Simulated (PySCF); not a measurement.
ClH5N2OSi, SMILES N[Si](N)(O)Cl. Atoms are numbered in the order given.

```xyz
10

N     -1.1816     1.4385     0.3654
Si    -0.0634     0.1623     0.3263
N      1.4748     0.7837     0.7221
O     -0.7505    -1.0045     1.2825
Cl     0.2680    -0.7708    -1.5179
H     -0.9644     2.3315    -0.0577
H     -2.1757     1.2534     0.4111
H      2.3200     0.3572     0.3650
H      1.6224     1.2785     1.5936
H     -0.5194    -1.9083     1.0507
```

Geometry optimised at PBE0-D3(BJ)/def2-SVP. The structure was generated by enumeration, and PubChem lists no compound with its InChIKey, so it may never have been made. One conformer was computed; it need not be the lowest.

Two levels are set side by side: PBE/pcSseg-1 (PySCF) and PBE0/pcSseg-1 (PySCF). GIAO shifts against H2O (¹⁷O), HCl (³⁵Cl), NH3 (¹⁵N), TMS (²⁹Si), TMS (¹H) at the same level; non-relativistic, no solvent, atoms listed together averaged. Without spin–orbit terms, shifts of atoms bonded to Cl or Br come out too high at both levels. Differences are taken from unrounded values.

| quantity | PBE |
|---|---|
| δ(²⁹Si) of Si2 (ppm) | -33.8 |
| δ(¹⁷O) of O4 (ppm) | 91.6 |
| δ(³⁵Cl) of Cl5 (ppm) | 68.3 |
| δ(¹H) of H10 (ppm) | 1.78 |

Task: These are the PBE values. What does PBE0 give? (Estimate from the structure and the level; the computed values follow.)

Result: 
| quantity | PBE0 | PBE minus PBE0 |
|---|---|---|
| δ(²⁹Si) of Si2 (ppm) | -32.5 | -1.3 |
| δ(¹⁷O) of O4 (ppm) | 81.8 | 9.8 |
| δ(³⁵Cl) of Cl5 (ppm) | 53.6 | 14.6 |
| δ(¹H) of H10 (ppm) | 1.90 | -0.12 |

Rough cost on one machine, each run with all the roots and properties that it gave: PBE0 against PBE within a factor of 2.
